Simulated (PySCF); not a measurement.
GeH4OSe. Atoms are numbered in the order given.

```xyz
7

Se     0.5722    -0.5250     0.7659
O      0.4942    -1.9343    -0.4439
H      1.2956    -1.8163    -0.9936
Ge    -0.6839     0.9767    -0.5902
H     -0.7993     2.3126     0.1925
H      0.0627     1.1991    -1.9327
H     -2.0851     0.3772    -0.8681
```

Coordinates come from a PBE-D3(BJ)/def2-SVP optimisation. This is a generated structure with no PubChem entry under its InChIKey; it may be hypothetical. One conformer was computed; it need not be the lowest.

Level of theory: PySCF with TDA-PBE/def2-SVPD.

Vertical excitations. Gas-phase values at a fixed geometry.

Computed excitation energies, oscillator strengths and character:
```tsv
state	energy (eV)	λ (nm)	f	main pairs
S1	3.40	365	0.002	HOMO→LUMO 99 %
S2	4.38	283	0.001	HOMO−1→LUMO 99 %
S3	4.58	271	0.011	HOMO→LUMO+1 98 %
S4	5.05	245	0.010	HOMO→LUMO+2 100 %
S5	5.73	217	0.065	HOMO−1→LUMO+1 72 %, HOMO−2→LUMO 14 %
S6	6.01	206	0.007	HOMO→LUMO+3 65 %, HOMO−2→LUMO 18 %, HOMO→LUMO+4 13 %
S7	6.07	204	0.005	HOMO−3→LUMO 84 %
S8	6.09	204	0.014	HOMO→LUMO+4 60 %, HOMO−2→LUMO 30 %
S9	6.13	202	0.005	HOMO−1→LUMO+2 90 %
S10	6.25	198	0.011	HOMO→LUMO+5 88 %
T1	2.65	468	0	HOMO→LUMO 100 %
T2	3.72	333	0	HOMO−1→LUMO 100 %
T3	4.10	302	0	HOMO→LUMO+1 100 %
T4	4.93	251	0	HOMO→LUMO+2 99 %
```
Triplets are in the Tamm–Dancoff approximation.
